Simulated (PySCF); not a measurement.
A structure optimised at PBE-D3(BJ)/def2-SVP, used in a PySCF frequency run:

```xyz
5

W      0.0000     0.0000     0.2017
O      0.0000    -1.3690     1.2346
O      0.0000     1.3690     1.2346
Cl    -1.9260     0.0000    -1.0201
Cl     1.9260     0.0000    -1.0201
```
Charge 0, spin multiplicity 1.

Write its SMILES, formula and point group.

[O]=[W](=[O])([Cl])[Cl], Cl₂O₂W, C2v

What are its rotational constants (standard atomic weights)?

2.6609, 1.5647, 1.2860 GHz
